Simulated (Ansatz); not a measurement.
`COc1ccc(-c2ccc(-c3ccc(-c4ccc(-c5ccc(-c6ccc(C(F)=C(F)F)cc6)cc5)cc4)cc3)cc2)cc1`: single points at one geometry.

```yaml
crystal:
  periodic: [false, false, false]
  atoms:
    - {symbol: C, position_ang: [14.464430, 0.048455, 0.258172]}
    - {symbol: O, position_ang: [13.615537, 1.138820, -0.044234]}
    - {symbol: C, position_ang: [12.270321, 0.934871, -0.030193]}
    - {symbol: C, position_ang: [11.468049, 2.057170, -0.332950]}
    - {symbol: C, position_ang: [10.078381, 1.947883, -0.340358]}
    - {symbol: C, position_ang: [9.429592, 0.721498, -0.051368]}
    - {symbol: C, position_ang: [7.952701, 0.612075, -0.055977]}
    - {symbol: C, position_ang: [7.302115, -0.576855, -0.460621]}
    - {symbol: C, position_ang: [5.908368, -0.680643, -0.459076]}
    - {symbol: C, position_ang: [5.089844, 0.399238, -0.053666]}
    - {symbol: C, position_ang: [3.612654, 0.288977, -0.048997]}
    - {symbol: C, position_ang: [2.966805, -0.946463, 0.190799]}
    - {symbol: C, position_ang: [1.573138, -1.050305, 0.196723]}
    - {symbol: C, position_ang: [0.750883, 0.076993, -0.033128]}
    - {symbol: C, position_ang: [-0.726217, -0.031116, -0.023680]}
    - {symbol: C, position_ang: [-1.381510, -1.203654, -0.466320]}
    - {symbol: C, position_ang: [-2.775464, -1.303723, -0.459862]}
    - {symbol: C, position_ang: [-3.587527, -0.237132, -0.009004]}
    - {symbol: C, position_ang: [-5.065042, -0.341437, -0.004653]}
    - {symbol: C, position_ang: [-5.882669, 0.794627, -0.207929]}
    - {symbol: C, position_ang: [-7.276540, 0.697149, -0.206523]}
    - {symbol: C, position_ang: [-7.926837, -0.542135, -0.002253]}
    - {symbol: C, position_ang: [-9.403579, -0.645379, -0.005061]}
    - {symbol: C, position_ang: [-10.059979, -1.811069, -0.461491]}
    - {symbol: C, position_ang: [-11.453036, -1.907661, -0.470813]}
    - {symbol: C, position_ang: [-12.259358, -0.834955, -0.019933]}
    - {symbol: C, position_ang: [-13.711612, -0.997989, -0.058233]}
    - {symbol: F, position_ang: [-14.162326, -2.219546, -0.432443]}
    - {symbol: C, position_ang: [-14.679606, -0.085201, 0.211104]}
    - {symbol: F, position_ang: [-14.448086, 1.167902, 0.579339]}
    - {symbol: F, position_ang: [-15.972171, -0.348821, 0.135903]}
    - {symbol: C, position_ang: [-11.609928, 0.335571, 0.445175]}
    - {symbol: C, position_ang: [-10.216871, 0.420419, 0.448383]}
    - {symbol: C, position_ang: [-7.109686, -1.678502, 0.201285]}
    - {symbol: C, position_ang: [-5.715743, -1.580404, 0.200636]}
    - {symbol: C, position_ang: [-2.931916, 0.934329, 0.436226]}
    - {symbol: C, position_ang: [-1.538158, 1.035016, 0.428321]}
    - {symbol: C, position_ang: [1.395662, 1.312652, -0.272332]}
    - {symbol: C, position_ang: [2.789292, 1.415292, -0.281943]}
    - {symbol: C, position_ang: [5.740258, 1.588801, 0.348986]}
    - {symbol: C, position_ang: [7.133975, 1.692527, 0.347684]}
    - {symbol: C, position_ang: [10.248091, -0.388583, 0.245534]}
    - {symbol: C, position_ang: [11.647202, -0.296479, 0.260183]}
    - {symbol: H, position_ang: [14.341819, -0.789183, -0.465712]}
    - {symbol: H, position_ang: [14.289558, -0.342654, 1.286304]}
    - {symbol: H, position_ang: [15.500605, 0.429409, 0.192168]}
    - {symbol: H, position_ang: [11.969483, 3.007079, -0.569662]}
    - {symbol: H, position_ang: [9.475086, 2.829915, -0.604007]}
    - {symbol: H, position_ang: [7.903805, -1.425590, -0.820002]}
    - {symbol: H, position_ang: [5.440175, -1.609844, -0.817924]}
    - {symbol: H, position_ang: [3.571467, -1.838112, 0.415209]}
    - {symbol: H, position_ang: [1.108059, -2.021548, 0.424230]}
    - {symbol: H, position_ang: [-0.784850, -2.039869, -0.861250]}
    - {symbol: H, position_ang: [-3.249227, -2.217029, -0.850555]}
    - {symbol: H, position_ang: [-5.413856, 1.769312, -0.410858]}
    - {symbol: H, position_ang: [-7.877200, 1.597077, -0.407743]}
    - {symbol: H, position_ang: [-9.465143, -2.652352, -0.847948]}
    - {symbol: H, position_ang: [-11.936380, -2.821786, -0.841871]}
    - {symbol: H, position_ang: [-12.197578, 1.182924, 0.820752]}
    - {symbol: H, position_ang: [-9.743043, 1.331346, 0.844054]}
    - {symbol: H, position_ang: [-7.578688, -2.653632, 0.402003]}
    - {symbol: H, position_ang: [-5.115025, -2.480273, 0.401583]}
    - {symbol: H, position_ang: [-3.527633, 1.770657, 0.832305]}
    - {symbol: H, position_ang: [-1.063433, 1.948349, 0.817729]}
    - {symbol: H, position_ang: [0.790101, 2.204448, -0.494337]}
    - {symbol: H, position_ang: [3.253409, 2.386144, -0.512384]}
    - {symbol: H, position_ang: [5.140595, 2.438828, 0.708363]}
    - {symbol: H, position_ang: [7.603647, 2.621502, 0.705340]}
    - {symbol: H, position_ang: [9.780074, -1.351228, 0.502350]}
    - {symbol: H, position_ang: [12.240773, -1.186092, 0.510431]}
basis:
  gaussian: {orbitals: def2-SVP, fitting: {mean_field: def2-universal-jkfit}, initial_orbitals: start.molden}
hamiltonian: {xc: r2scan, dispersion: d4}
scf: {omitted_lower_state_checks: [starts]}
output: {forces: true, orbitals: {seedname: orbitals}}
```

The file start.molden holds the orbitals of an earlier run on this structure, at another level or in another basis.

```sh
$ ansatz run in.yaml --threads 2 --pin off --events-out ev --progress --plain --max-ram 32768MiB --backend cuda --devices 0, --max-vram 18GiB
```

Shortened log:

```
Functional definition: r2SCAN
3719 factors; integrals over basis functions are off by at most 2.5e-1 eV
mean field evaluation 1: about -51014.7639 eV, gradient 8.3e0 eV
mean field evaluation 2: about -51014.9771 eV, gradient 1.8e-1 eV
mean field evaluation 4: about -51015.0005 eV, gradient 7.1e-4 eV
mean field -51015.00045912 eV, -1874.7666876632 hartree, gradient 2.0e-5 eV, S^2 0.000000; 0 other end points of the search recorded, 0 dependent functions left out
reference -51015.00049004 eV, -1874.7666887998 hartree; 148, 148 occupied and 589, 589 virtual orbitals, 3719 factors
Total energy: -51015.80932880 eV, -1874.7964130757 hartree
Atom 0 at    14.464430     0.048455     0.258172 Å, force     0.099883    -0.132552     0.035188 eV/Å
Atom 1 at    13.615537     1.138820    -0.044234 Å, force    -0.161152    -0.178434     0.044416 eV/Å
Atom 2 at    12.270321     0.934871    -0.030193 Å, force    -0.083640    -0.003823    -0.004214 eV/Å
Atom 3 at    11.468049     2.057170    -0.332950 Å, force     0.030656    -0.044572     0.011893 eV/Å
Atom 4 at    10.078381     1.947883    -0.340358 Å, force     0.014381    -0.018041     0.003973 eV/Å
Atom 5 at     9.429592     0.721498    -0.051368 Å, force     0.145324     0.004215     0.004591 eV/Å
Atom 6 at     7.952701     0.612075    -0.055977 Å, force    -0.146812    -0.010489     0.001901 eV/Å
Atom 7 at     7.302115    -0.576855    -0.460621 Å, force    -0.006044     0.018695    -0.001007 eV/Å
Atom 8 at     5.908368    -0.680643    -0.459076 Å, force     0.002705     0.013177    -0.000302 eV/Å
Atom 9 at     5.089844     0.399238    -0.053666 Å, force     0.139568     0.009680     0.001557 eV/Å
Atom 10 at     3.612654     0.288977    -0.048997 Å, force    -0.140214    -0.011892     0.001572 eV/Å
Atom 11 at     2.966805    -0.946463     0.190799 Å, force    -0.005638     0.013012     0.005963 eV/Å
Atom 12 at     1.573138    -1.050305     0.196723 Å, force     0.003669     0.014925     0.003847 eV/Å
Atom 13 at     0.750883     0.076993    -0.033128 Å, force     0.139655     0.010896    -0.001305 eV/Å
Atom 14 at    -0.726217    -0.031116    -0.023680 Å, force    -0.139952    -0.011260     0.002130 eV/Å
Atom 15 at    -1.381510    -1.203654    -0.466320 Å, force    -0.005740     0.016543    -0.004134 eV/Å
Atom 16 at    -2.775464    -1.303723    -0.459862 Å, force     0.002606     0.014643    -0.001712 eV/Å
Atom 17 at    -3.587527    -0.237132    -0.009004 Å, force     0.142064     0.010557     0.003143 eV/Å
Atom 18 at    -5.065042    -0.341437    -0.004653 Å, force    -0.138161    -0.009915    -0.001725 eV/Å
Atom 19 at    -5.882669     0.794627    -0.207929 Å, force    -0.004927    -0.013062    -0.011497 eV/Å
Atom 20 at    -7.276540     0.697149    -0.206523 Å, force     0.003567    -0.014064     0.000732 eV/Å
Atom 21 at    -7.926837    -0.542135    -0.002253 Å, force     0.144293     0.010270    -0.000597 eV/Å
Atom 22 at    -9.403579    -0.645379    -0.005061 Å, force    -0.143502    -0.014562    -0.002916 eV/Å
Atom 23 at   -10.059979    -1.811069    -0.461491 Å, force    -0.004723     0.016594    -0.004324 eV/Å
Atom 24 at   -11.453036    -1.907661    -0.470813 Å, force    -0.019182     0.007908     0.010782 eV/Å
Atom 25 at   -12.259358    -0.834955    -0.019933 Å, force     0.122829    -0.033914    -0.018457 eV/Å
Atom 26 at   -13.711612    -0.997989    -0.058233 Å, force    -0.246445     0.179877     0.047162 eV/Å
Atom 27 at   -14.162326    -2.219546    -0.432443 Å, force     0.091903     0.317831     0.091593 eV/Å
Atom 28 at   -14.679606    -0.085201     0.211104 Å, force     0.049781    -0.126972    -0.033827 eV/Å
Atom 29 at   -14.448086     1.167902     0.579339 Å, force    -0.102746    -0.423154    -0.124925 eV/Å
Atom 30 at   -15.972171    -0.348821     0.135903 Å, force     0.442080     0.108081     0.034118 eV/Å
Atom 31 at   -11.609928     0.335571     0.445175 Å, force    -0.015634    -0.009653    -0.002107 eV/Å
Atom 32 at   -10.216871     0.420419     0.448383 Å, force    -0.006435    -0.012173     0.001118 eV/Å
Atom 33 at    -7.109686    -1.678502     0.201285 Å, force     0.003405     0.015925     0.001913 eV/Å
Atom 34 at    -5.715743    -1.580404     0.200636 Å, force    -0.007090     0.012024     0.007804 eV/Å
Atom 35 at    -2.931916     0.934329     0.436226 Å, force     0.004721    -0.012829    -0.001305 eV/Å
Atom 36 at    -1.538158     1.035016     0.428321 Å, force    -0.004709    -0.015854     0.002314 eV/Å
Atom 37 at     1.395662     1.312652    -0.272332 Å, force     0.006706    -0.015155    -0.004803 eV/Å
Atom 38 at     2.789292     1.415292    -0.281943 Å, force    -0.004133    -0.010776    -0.006297 eV/Å
Atom 39 at     5.740258     1.588801     0.348986 Å, force     0.005183    -0.012978    -0.001787 eV/Å
Atom 40 at     7.133975     1.692527     0.347684 Å, force    -0.001225    -0.019185     0.001315 eV/Å
Atom 41 at    10.248091    -0.388583     0.245534 Å, force    -0.014983     0.027206    -0.007858 eV/Å
Atom 42 at    11.647202    -0.296479     0.260183 Å, force     0.051167     0.048220    -0.007701 eV/Å
Atom 43 at    14.341819    -0.789183    -0.465712 Å, force    -0.000065     0.233533     0.160051 eV/Å
Atom 44 at    14.289558    -0.342654     1.286304 Å, force     0.013471     0.125888    -0.251959 eV/Å
Atom 45 at    15.500605     0.429409     0.192168 Å, force    -0.273049    -0.073252     0.009240 eV/Å
Atom 46 at    11.969483     3.007079    -0.569662 Å, force    -0.109444    -0.207053     0.050620 eV/Å
Atom 47 at     9.475086     2.829915    -0.604007 Å, force     0.131395    -0.188450     0.053933 eV/Å
Atom 48 at     7.903805    -1.425590    -0.820002 Å, force    -0.132977     0.180543     0.072370 eV/Å
Atom 49 at     5.440175    -1.609844    -0.817924 Å, force     0.103031     0.200966     0.072858 eV/Å
Atom 50 at     3.571467    -1.838112     0.415209 Å, force    -0.133061     0.190213    -0.043844 eV/Å
Atom 51 at     1.108059    -2.021548     0.424230 Å, force     0.101203     0.207130    -0.044341 eV/Å
Atom 52 at    -0.784850    -2.039869    -0.861250 Å, force    -0.129634     0.178552     0.081750 eV/Å
Atom 53 at    -3.249227    -2.217029    -0.850555 Å, force     0.104625     0.196313     0.080294 eV/Å
Atom 54 at    -5.413856     1.769312    -0.410858 Å, force    -0.102970    -0.208858     0.040159 eV/Å
Atom 55 at    -7.877200     1.597077    -0.407743 Å, force     0.133014    -0.191295     0.038328 eV/Å
Atom 56 at    -9.465143    -2.652352    -0.847948 Å, force    -0.131860     0.182141     0.081957 eV/Å
Atom 57 at   -11.936380    -2.821786    -0.841871 Å, force     0.113926     0.197700     0.079951 eV/Å
Atom 58 at   -12.197578     1.182924     0.820752 Å, force     0.141325    -0.180856    -0.076403 eV/Å
Atom 59 at    -9.743043     1.331346     0.844054 Å, force    -0.105479    -0.197356    -0.086123 eV/Å
Atom 60 at    -7.578688    -2.653632     0.402003 Å, force     0.104943     0.207975    -0.036658 eV/Å
Atom 61 at    -5.115025    -2.480273     0.401583 Å, force    -0.131150     0.192256    -0.039322 eV/Å
Atom 62 at    -3.527633     1.770657     0.832305 Å, force     0.131240    -0.179666    -0.081092 eV/Å
Atom 63 at    -1.063433     1.948349     0.817729 Å, force    -0.103447    -0.195532    -0.079933 eV/Å
Atom 64 at     0.790101     2.204448    -0.494337 Å, force     0.131227    -0.189260     0.043343 eV/Å
Atom 65 at     3.253409     2.386144    -0.512384 Å, force    -0.103127    -0.208782     0.045772 eV/Å
Atom 66 at     5.140595     2.438828     0.708363 Å, force     0.131313    -0.183559    -0.072293 eV/Å
Atom 67 at     7.603647     2.621502     0.705340 Å, force    -0.104577    -0.199366    -0.072040 eV/Å
Atom 68 at     9.780074    -1.351228     0.502350 Å, force     0.102805     0.205819    -0.051176 eV/Å
Atom 69 at    12.240773    -1.186092     0.510431 Å, force    -0.125737     0.189286    -0.051666 eV/Å
Dipole moment:     0.736994    -0.116714     0.094891 e Å
Checks for a lower state left out: starts
```

It took 12 s on 2 threads of AMD EPYC 7R13 on a shared host and a share (18 GiB) of an NVIDIA H100 80GB HBM3, peak host memory 1.3 GiB.

Geometry: PBE-D4/def2-SVP.

Single mean-field runs in def2-SVP are fitted with def2-universal-jkfit.
